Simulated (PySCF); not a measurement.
HO₃S, SMILES O=[SH]([O-])=O, charge -1. Geometry optimised at B3LYP-D3(BJ)/def2-SVPD.

Method: B3LYP-D3(BJ)/def2-SVPD (PySCF).

Harmonic wavenumbers (cm⁻¹): 461, 461, 590, 988, 1075, 1075, 1168, 1168, 2372. Rotational constants (GHz): 9.096, 9.096, 4.996; symmetry number 3.

Q: Work out the zero-point energy and the ideal-gas rigid-rotor harmonic-oscillator thermochemistry at 298.15 K and 1 atm.

A: ZPE = ½ Σ hcν = ½ × 9356 cm⁻¹ = 55.96 kJ/mol. H − E(el) = 68.00 kJ/mol. Entropy in J/(mol K): translation 163.56, rotation 91.98, vibration 9.73, total 265.28. G − E(el) = -11.09 kJ/mol. Cp = 54.93 J/(mol K).
